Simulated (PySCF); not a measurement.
C3F5O, SMILES FC(F)(F)C(=O)[C](F)F, multiplicity 2. Atoms are numbered in the order given.

```xyz
9

O      1.9216    -0.2745     0.0000
C      0.6857    -0.2240     0.0000
C     -0.1264    -1.4060     0.0000
F      0.3927    -2.6031     0.0000
F     -1.4386    -1.4042     0.0000
C     -0.0846     1.1250     0.0000
F      0.7766     2.1430     0.0000
F     -0.8776     1.2225     1.0929
F     -0.8776     1.2225    -1.0929
```
Charge 0, spin multiplicity 2.

Coordinates come from a PBE-D3(BJ)/def2-SVP optimisation. The isomer is the one that the SMILES or the coordinates give; other isomers of the formula were not compared. Other conformers were not sampled.

Computed with PBE0/pcH-1 run with PySCF.

Unrestricted Kohn–Sham, ⟨S²⟩ = 0.769. Hyperfine tensors hold the contact and dipolar terms, without spin-orbit corrections.

Estimate the hyperfine couplings. (Estimate from the structure and the level; the computed values follow.)


```
nucleus    A(iso) (MHz)  A(iso) (G)  dipolar principal values (MHz)
---------  ------------  ----------  ------------------------------
17O no. 1         -25.0        -8.9              -123.1, 61.0, 62.0
13C no. 2         -45.6       -16.3                  -9.2, 1.1, 8.1
13C no. 3          75.0        26.7             -60.4, -59.5, 119.9
19F no. 4         118.1        42.1           -195.5, -163.4, 358.9
19F no. 5         121.0        43.2           -198.4, -167.3, 365.8
13C no. 6          -7.1        -2.5                 -0.5, -0.5, 0.9
19F no. 7          -2.5        -0.9                  -2.9, 1.0, 1.9
19F no. 8          11.8         4.2                -7.5, -5.4, 12.9
19F no. 9          11.8         4.2                -7.5, -5.4, 12.9
```
